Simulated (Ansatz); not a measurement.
`CCCO` + `[Cl][GaH2]` → `C[CH2][GaH][Cl]` + CH₃OH  (formal exchange of groups at a C–C bond)

Program: Ansatz. Geometries: PBE0-D4/def2-TZVP. ΔE: electronic, gas phase. CCSD(T)/CBS adds triple-zeta CCSD(T) − MP2 to the extrapolated MP2 energy (def2 sets, frozen cores). This one scheme is used for every species. Functionals use def2-TZVPP. B3LYP here is the variant with VWN-RPA as its local correlation; programs differ in this. HSE06 is defined as in plane-wave codes. For Ga outer-core shells are correlated without core-valence functions, which leaves a few kJ/mol of doubt a bond. Scalar relativity is left out up to krypton. One conformer a species, not always the lowest.

Problem. Is it downhill or uphill in electronic energy at CCSD(T)/CBS, and by how much? (Best estimate.)

Solution. Ansatz gave: Downhill: ΔE = -0.20 eV.

Problem. What do these levels give: HSE06-D4, CAM-B3LYP-D4, B3LYP, MP2/def2-SVP, CCSD/def2-SVP, CCSD(T)/def2-TZVPP? (An estimate is asked.)

Solution. The calculation gave: HSE06-D4 -0.15, CAM-B3LYP-D4 -0.12, B3LYP -0.16, MP2/def2-SVP -0.06, CCSD/def2-SVP -0.02, CCSD(T)/def2-TZVPP -0.16 eV.

Largest T1 diagnostic among the species: 0.012.

From BLYP to BHLYP (50 % exact exchange), in def2-TZVPP and without D4, ΔE moves by +0.08 eV. In def2-TZVPP, CCSD(T) changes the Hartree–Fock value by −0.10 eV (the triples alone add −0.01 eV) and MP2 by −0.14 eV. Leaving LDA and LC-ωPBE aside and taking each functional with its dispersion term where it has one, the values, not all of them listed here, spread over 0.15 eV, from BLYP-D4 to B97M-V. LDA lies +0.10 eV from PBE without D4.
